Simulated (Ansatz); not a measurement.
A barrier at the coupled-cluster level

Start structure (SiH2SeF2, singlet), relaxed at PBE0-D4/def2-TZVP:

| atom | x (Å) | y (Å) | z (Å) |
| --- | --- | --- | --- |
| Si1 | -0.6110 | -1.5147 | 0.0837 |
| F2 | -1.9398 | -0.7658 | -0.4570 |
| F3 | 0.3550 | -1.2977 | -1.1986 |
| H4 | 1.7098 | 0.8057 | 0.8600 |
| Se5 | 0.3015 | 1.1709 | 1.0552 |
| H6 | 0.1844 | 1.6016 | -0.3432 |

The step: H₂Se + SiF₂ → SiH₂SeF₂ ([F][SiH]([F])[SeH]); bonds formed: Si1–H4, Si1–Se5; bonds broken: H4–Se5. Ansatz 0.2.0; basis: def2-TZVPP and def2-QZVPP; cores frozen in the correlated methods. Filled d shells of the heavier atoms are correlated. The def2 sets are not built for correlating such inner shells, so the correlated values are less sure here. Extrapolation: Hartree–Fock as exp(−7.88 √X), correlation as X^−2.97. Energies below are by CCSD(T) at an estimated basis limit (MP2 extrapolated from triple and quadruple zeta, plus CCSD(T) − MP2 in triple zeta).

(1) What are the electronic barrier and the energy of the step, from the start structure to the end structure? (To be estimated.)

The T1 diagnostic stays at or below 0.014. The restricted Hartree–Fock reference is unstable towards an unrestricted one at one or more of these structures. A large double-excitation amplitude points to some diradical character; no triplet was computed.

## Answers

(1) Computed: Barrier 0.996 eV; step energy -1.945 eV (downhill); reverse barrier, their difference, 2.941 eV. Barrier and step energy count from the start structure, the reverse barrier from the end structure.

The saddle point: One imaginary mode of 927i cm⁻¹.
```tsv
pair	start (Å)	saddle (Å)	end (Å)
Si1–H4	3.37	1.61	1.47
Si1–Se5	3.00	2.62	2.25
H4–Se5	1.47	1.84	3.16
```

Zero-point energy (harmonic, PBE0-D4): ZPE is 0.556 eV at the start and 0.526 eV at the saddle, so the barrier goes from 0.996 to 0.965 eV.

Losses and insertions of silylenes and their heavier kin drive the gas-phase chemistry of silicon and germanium vapour deposition.

Labels in which every atom is bracketed show which atoms are joined, not bond orders.

For scale, one of the runs: CCSD(T)/def2-TZVPP, 180 basis functions, launched by `ansatz run in.yaml --threads 4 --pin off --events-out ev --progress --plain --max-ram 9574MiB`. Hardware: 4 CPU threads of an Arm Neoverse V1, shared host. Wall time 62 s; peak host memory 1.8 GiB.
